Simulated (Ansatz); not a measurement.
Mulliken charges of `[NH2][GeH]1[CH2][O]1` from PBE/def2-TZVPP in Ansatz (PBE0-D4/def2-TZVP geometry).

```json
{"atom": "N1", "x (Å)": "-0.708", "y (Å)": "1.411", "z (Å)": "-0.807", "charge (e)": "-0.379"}
{"atom": "Ge2", "x (Å)": "0.538", "y (Å)": "0.187", "z (Å)": "-0.316", "charge (e)": "0.353"}
{"atom": "C3", "x (Å)": "0.286", "y (Å)": "-0.988", "z (Å)": "1.136", "charge (e)": "-0.064"}
{"atom": "O4", "x (Å)": "0.011", "y (Å)": "-1.559", "z (Å)": "-0.160", "charge (e)": "-0.384"}
{"atom": "H5", "x (Å)": "-0.794", "y (Å)": "1.562", "z (Å)": "-1.802", "charge (e)": "0.147"}
{"atom": "H6", "x (Å)": "-1.624", "y (Å)": "1.270", "z (Å)": "-0.405", "charge (e)": "0.151"}
{"atom": "H7", "x (Å)": "1.831", "y (Å)": "0.368", "z (Å)": "-1.099", "charge (e)": "0.007"}
{"atom": "H8", "x (Å)": "-0.589", "y (Å)": "-0.872", "z (Å)": "1.778", "charge (e)": "0.085"}
{"atom": "H9", "x (Å)": "1.137", "y (Å)": "-1.425", "z (Å)": "1.659", "charge (e)": "0.085"}
```

By hand: the dipole of these point charges (1 e Å = 4.8032 D).

Σ q r = (0.133, 0.422, 0.141) e Å, of length 0.464 e Å = 2.23 D.

How does the dipole of the full density compare? (Best estimate.)

Ansatz gave: (-0.046, 0.366, -0.044) e Å, 1.78 D; the point charges give 1.25 times that, at 35° from its direction.

Point charges leave out the atoms' own dipoles, such as those of lone pairs, and Mulliken's split depends on the basis, so the two needn't agree.
